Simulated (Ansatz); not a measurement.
Reaction (redistribution): `[NH2][GaH][OH]` + `[NH2][Mg][N]([SiH3])[SiH3]` → `[NH2][Ga]([NH2])[OH]` + `[MgH][N]([SiH3])[SiH3]`

Gas-phase electronic energies from Ansatz, PBE0-D4/def2-TZVP geometries. CCSD(T)/CBS adds triple-zeta CCSD(T) − MP2 to the extrapolated MP2 energy (def2 sets, frozen cores). Functionals use def2-TZVPP. B3LYP here is the variant with VWN-RPA as its local correlation; programs differ in this. For Ga, Mg outer-core shells are correlated without core-valence functions, which leaves a few kJ/mol of doubt a bond. Scalar relativity is left out up to krypton. Each species was taken in one conformer, which may not be the lowest.

(1) Is it downhill or uphill in electronic energy at CCSD(T)/CBS, and by how much? (Best estimate.)

(2) What do these levels give: PBE-D4, revPBE-D4, B3LYP-D4, r2SCANh-D4, r2SCAN, r2SCAN0, BHLYP, LC-ωPBE, HF/def2-SVP, CCSD/def2-TZVPP, CCSD(T)/def2-TZVPP, HF/def2-QZVPP? (Best estimate.)

Largest T1 diagnostic among the species: 0.014.

## Answers

(1) The calculation gave: Uphill: ΔE = +0.28 eV.

(2) Ansatz gave: PBE-D4 0.27, revPBE-D4 0.24, B3LYP-D4 0.27, r2SCANh-D4 0.29, r2SCAN 0.31, r2SCAN0 0.28, BHLYP 0.28, LC-ωPBE 0.27, HF/def2-SVP 0.24, CCSD/def2-TZVPP 0.24, CCSD(T)/def2-TZVPP 0.24, HF/def2-QZVPP 0.21 eV.

In def2-TZVPP, CCSD(T) changes the Hartree–Fock value by +0.04 eV (the triples alone add −0.00 eV) and MP2 by +0.08 eV. From r2SCAN to r2SCAN0 (25 % exact exchange), in def2-TZVPP and without D4, ΔE moves by −0.03 eV.
